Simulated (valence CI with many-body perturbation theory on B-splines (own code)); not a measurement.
Ho⁵⁴⁺: magnetic and hyperfine properties of the levels

Computed by relativistic CI+MBPT: three valence electrons over a frozen Dirac-Fock core [Ne], radial functions for each j: 11 s, 11 p, 10 d, 8 f, 5 g, 2 h, with the one-electron correlation potential Σ1, the two-electron term Σ2, the three-electron term Σ3, Breit, model QED; selected CI, second order for the rest, scaled by the run's own slope (own B-spline code, finite nucleus).

The last digits are not significant, and no measured levels were compared; by estimate large intervals hold to a few tenths of a per cent, small ones and those within an open d or f shell to about a per cent.

A/g_I is the dipole constant over the nuclear g factor μ/I (μ in nuclear magnetons, uniformly magnetised nucleus), B/Q the quadrupole constant per barn. Both hold the static response of the core; the bare values leave it out. Large factors of s and p1/2 electrons are usually good to 5 to 10 %; those of open d and f shells near neutrality can be off by tens of per cent, and small factors of p3/2, d and f electrons come from cancelling terms and can be off by a factor of two or in sign, in half-filled shells by more. B is blank for J = 1/2, where it vanishes, and for nearly pure S terms. Energies count from the lowest level.

Levels are named by their leading jj configuration (3d3/2^4 stands for four electrons in 3d with j = 3/2), which in mixed levels can hold well under half, so a name can repeat and another be missing. Letters in brackets count levels of one name in rising energy.

| Level | E (Ry) | g | A/g_I (MHz) | A/g_I bare | B/Q (MHz/b) | B/Q bare |
| --- | --- | --- | --- | --- | --- | --- |
| (3s^2 3p1/2) J=1/2 | 0.000 | 0.651 | 1200000 | 1170000 |  |  |
| (3s 3p1/2^2) J=1/2 | 10.487 | 2.155 | 3610000 | 3540000 |  |  |
| (3s^2 3p3/2) J=3/2 | 16.681 | 1.323 | 157000 | 156000 | 304000 | 299000 |
| (3s 3p1/2 3p3/2) J=3/2 [a] | 25.268 | 1.640 | 857000 | 843000 | 246000 | 242000 |
| (3s 3p1/2 3p3/2) J=5/2 | 26.420 | 1.345 | 1050000 | 1030000 | 229000 | 226000 |
| (3s 3p1/2 3p3/2) J=3/2 [b] | 27.845 | 0.961 | 82200 | 83600 | 169000 | 167000 |
| (3s 3p1/2 3p3/2) J=1/2 | 28.490 | 1.242 | -1270000 | -1240000 |  |  |
| (3s^2 3d3/2) J=3/2 | 31.774 | 0.828 | 42500 | 45400 | 62400 | 63500 |
| (3s^2 3d5/2) J=5/2 | 35.016 | 1.205 | 67600 | 69100 | 50300 | 52300 |
| (3p1/2^2 3p3/2) J=3/2 | 38.237 | 1.162 | 95700 | 98300 | 227000 | 225000 |
| (3s 3p1/2 3d3/2) J=3/2 [a] | 39.234 | 0.622 | -220000 | -212000 | 98500 | 98500 |
| (3s 3p1/2 3d3/2) J=5/2 | 40.071 | 1.029 | 989000 | 970000 | 14100 | 16200 |
| (3s 3p1/2 3d3/2) J=1/2 | 41.766 | 0.386 | -1470000 | -1430000 |  |  |
| (3s 3p1/2 3d3/2) J=3/2 [b] | 42.092 | 1.297 | 881000 | 866000 | 48700 | 48500 |
| (3s 3p3/2^2) J=5/2 | 42.835 | 1.417 | 854000 | 838000 | 92800 | 91400 |
| (3s 3p1/2 3d5/2) J=5/2 [a] | 43.905 | 1.351 | 347000 | 344000 | 56700 | 58500 |
| (3s 3p1/2 3d5/2) J=7/2 | 44.744 | 1.243 | 710000 | 697000 | 6680 | 9400 |
| (3s 3p3/2^2) J=1/2 | 45.196 | 1.904 | 3690000 | 3610000 |  |  |
| (3s 3p1/2 3d5/2) J=5/2 [b] | 45.442 | 1.041 | 20000 | 22900 | 71600 | 72700 |
| (3s 3p3/2^2) J=3/2 | 45.638 | 1.195 | -544000 | -526000 | -59300 | -58500 |
| (3s 3p1/2 3d5/2) J=3/2 | 45.792 | 1.114 | -747000 | -726000 | 25800 | 27100 |
| (3p1/2^2 3d3/2) J=3/2 | 51.952 | 0.771 | 86400 | 86400 | 49500 | 51200 |
| (3p1/2 3p3/2^2) J=5/2 | 54.509 | 1.162 | 454000 | 447000 | 38500 | 38200 |
| (3p1/2 3p3/2^2) J=3/2 | 54.803 | 1.405 | -13700 | -6690 | 23800 | 23400 |
| (3p1/2 3p3/2^2) J=1/2 | 55.843 | 0.693 | 1340000 | 1310000 |  |  |
| (3p1/2^2 3d5/2) J=5/2 | 56.632 | 1.193 | 27900 | 32000 | 43000 | 45100 |
| (3s 3p3/2 3d3/2) J=3/2 [a] | 56.819 | 1.304 | 465000 | 459000 | -7190 | -8450 |
| (3s 3p3/2 3d3/2) J=1/2 [a] | 56.922 | 2.224 | 1570000 | 1540000 |  |  |
| (3s 3p3/2 3d3/2) J=5/2 [a] | 56.992 | 1.240 | 427000 | 422000 | 106000 | 104000 |
| (3s 3p3/2 3d3/2) J=7/2 | 57.232 | 1.249 | 606000 | 597000 | 296000 | 293000 |
| (3s 3p3/2 3d3/2) J=3/2 [b] | 58.941 | 0.985 | 108000 | 109000 | -164000 | -161000 |
| (3s 3p3/2 3d5/2) J=9/2 | 59.286 | 1.323 | 479000 | 472000 | 372000 | 370000 |
| (3s 3p3/2 3d3/2) J=5/2 [b] | 59.941 | 0.960 | -132000 | -125000 | 200000 | 199000 |
| (3s 3p3/2 3d3/2) J=1/2 [b] | 60.242 | 0.608 | 595000 | 584000 |  |  |
| (3s 3p3/2 3d5/2) J=5/2 [a] | 60.798 | 1.331 | 717000 | 705000 | -161000 | -158000 |
| (3s 3p3/2 3d5/2) J=7/2 [a] | 61.440 | 1.221 | 272000 | 269000 | 234000 | 233000 |
| (3s 3p3/2 3d5/2) J=3/2 [a] | 61.591 | 1.158 | -273000 | -262000 | -159000 | -157000 |
| (3s 3p3/2 3d5/2) J=7/2 [b] | 62.629 | 1.197 | 19000 | 22400 | 190000 | 190000 |
| (3s 3p3/2 3d5/2) J=1/2 | 63.299 | 0.699 | -1010000 | -981000 |  |  |
| (3s 3p3/2 3d5/2) J=3/2 [b] | 63.950 | 1.302 | 854000 | 838000 | 94600 | 94600 |
